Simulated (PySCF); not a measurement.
Al(H)(NCO)2 (C2HAlN2O2), SMILES O=C=[N][AlH][N]=C=O.

The structure is a stationary point at PBE-D3(BJ)/def2-SVP. The structure was generated by enumeration; whether it is a known compound was not checked. The values are those of a single conformer.

Method: PySCF 2.14.0 with PBE-D3(BJ)/def2-SVP.

Frequencies are harmonic and unscaled.

Q: Give all harmonic wavenumbers and intensities. (The exact figures need the calculation; the answer reports its results.)

A: 
```tsv
mode	ν (cm⁻¹)	IR (km/mol)	moving atoms (share of kinetic energy)
1	38	0.5	O 66 %, Al 13 %, N 11 %, C 9 %
2	91	0.0	N 74 %, O 21 %
3	112	0.0	N 75 %, O 21 %
4	117	0.5	N 53 %, O 19 %, H 16 %, Al 11 %
5	242	22.2	N 65 %, C 13 %, O 11 %, Al 10 %
6	469	149.2	H 74 %, Al 20 %
7	512	67.7	Al 48 %, O 27 %, C 14 %, N 9 %
8	591	9.5	C 72 %, O 15 %, N 13 %
9	593	37.1	C 71 %, O 15 %, N 14 %
10	607	0.0	C 71 %, N 15 %, O 14 %
11	608	8.5	H 42 %, Al 31 %, O 16 %
12	608	46.4	C 72 %, N 15 %, O 14 %
13	684	427.0	H 53 %, Al 37 %
14	1458	12.3	N 57 %, O 40 %
15	1465	73.2	N 57 %, O 39 %
16	1978	126.3	H 96 %
17	2364	2067.5	C 70 %, N 17 %, O 12 %
18	2394	526.3	C 70 %, N 18 %, O 12 %
```
